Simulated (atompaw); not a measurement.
Reading a pseudo-wave (Al)

Columns: radius, all-electron u(r) and pseudo u(r) of the 3s shell (level -7.83 eV) of aluminium in the configuration [Ne] 3s2 3p1; LDA (PW92), scalar-relativistic, PAW (atompaw) scheme, atompaw 4.2.0.5.

```csv
r (bohr),all-electron,pseudo
0.090,0.1364,0.0521
0.181,-0.0413,0.1044
0.271,-0.2043,0.1554
0.362,-0.2888,0.2059
0.452,-0.2986,0.2544
0.542,-0.2560,0.3011
0.633,-0.1800,0.3464
0.723,-0.0874,0.3888
0.813,0.0118,0.4288
0.904,0.1116,0.4665
0.994,0.2052,0.5009
1.085,0.2921,0.5326
1.175,0.3690,0.5610
1.265,0.4363,0.5863
1.356,0.4945,0.6086
1.446,0.5428,0.6276
1.537,0.5828,0.6436
1.627,0.6142,0.6564
1.717,0.6383,0.6662
1.808,0.6558,0.6731
1.898,0.6671,0.6770
1.988,0.6731,0.6782
2.079,0.6745,0.6766
2.169,0.6718,0.6725
2.260,0.6655,0.6656
2.350,0.6563,0.6563
```

(1) How many radial nodes do the two functions have?

(2) Where does each function peak?

(3) Is the pseudo-wave norm-conserving?

Results:

(1) The all-electron 3s function has n − l − 1 = 2; the pseudo-wave has 0, since the states of the same l below it are removed with the core.

(2) Outermost all-electron maximum near 2.08 bohr, pseudo maximum near 1.99 bohr (to the table’s step).

(3) No, it belongs to a PAW set: the norm inside the radius is not constrained, and the difference is carried by the augmentation charge.
